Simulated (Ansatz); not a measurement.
Consider the hydrogenolysis of a Ga–N bond: `[CH3][GaH]/[N]=C\[SiH3]` + H₂ → `[CH3][GaH2]` + `N=C[SiH3]`.

Computed with Ansatz on PBE0-D4/def2-TZVP structures; ΔE is electronic, products minus reactants. CCSD(T)/CBS adds triple-zeta CCSD(T) − MP2 to the extrapolated MP2 energy (def2 sets, frozen cores). This one scheme is used for every species. Functionals use def2-TZVPP. B3LYP here is the variant with VWN-RPA as its local correlation; programs differ in this. For Ga outer-core shells are correlated without core-valence functions, which leaves a few kJ/mol of doubt a bond. Scalar relativity is left out up to krypton. Each species was taken in one conformer, which may not be the lowest.

Question: Is it downhill or uphill in electronic energy at CCSD(T)/CBS, and by how much? (An estimate is asked.)

Answer: Ansatz gave: Uphill: ΔE = +21.4 kJ/mol.

Question: What do these levels give: B3LYP-D4, ωB97M-V, PBE, r2SCAN, PBE0, B3LYP, HF/def2-TZVPP, SCS-MP2/def2-TZVPP, CCSD/def2-TZVPP, HF/def2-QZVPP, MP2/def2-QZVPP, MP2/CBS(def2)? (Best estimate.)

Answer: Ansatz gave: B3LYP-D4 23.5, ωB97M-V 12.0, PBE 18.4, r2SCAN 23.2, PBE0 9.3, B3LYP 10.8, HF/def2-TZVPP -12.2, SCS-MP2/def2-TZVPP 19.4, CCSD/def2-TZVPP 11.2, HF/def2-QZVPP -12.4, MP2/def2-QZVPP 28.9, MP2/CBS(def2) 30.0 kJ/mol.

Largest T1 diagnostic among the species: 0.015.

The D4 term adds +12.7 kJ/mol with B3LYP and +7.3 kJ/mol with PBE0; it sums over pairs of atoms, weighted by their polarisabilities, and B3LYP, whose exchange is more repulsive, gets the larger term. From PBE to PBE0 (25 % exact exchange), in def2-TZVPP and without D4, ΔE moves by −9.1 kJ/mol.
